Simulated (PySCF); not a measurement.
C3H7BN2. Atoms are numbered in the order given.

```xyz
13

C      1.2817    -1.7194     0.0000
C      0.3248    -0.7784     0.0000
C     -1.2081    -0.9075     0.0000
N     -1.3301     0.5593     0.0000
B      0.0859     0.7925     0.0000
N      0.8792     1.9599     0.0000
H      2.3514    -1.4500     0.0000
H      1.0481    -2.7993     0.0000
H     -1.6281    -1.4106    -0.9040
H     -1.6281    -1.4106     0.9040
H     -2.2056     1.0793     0.0000
H      1.8958     1.9197     0.0000
H      0.5024     2.9060     0.0000
```
Charge 0, spin multiplicity 1.

Coordinates come from a PBE-D3(BJ)/def2-SVP optimisation. The structure was generated by enumeration, and PubChem lists no compound with its InChIKey, so it may never have been made. One conformer was computed; it need not be the lowest.

All values below come from HF/def2-TZVP run with PySCF.

Computed frontier levels, gap, dipole moment and polarisability:
```
Property                                                                                                       Result
---------------------------------------------------------------------------------------------  ----------------------
highest occupied level                                                                                       -9.51 eV
lowest empty level                                                                                            3.36 eV
orbital gap                                                                                                  12.86 eV
dipole moment                                                                                                  1.27 D
quadrupole, principal values (traceless, Buckingham form, about the centre of nuclear charge)   -9.71, 3.90, 5.81 D·Å
mean static polarisability                                                                       62.1 bohr³ (9.20 Å³)
polarisability, principal values                                                               43.1, 64.7, 78.5 bohr³
```
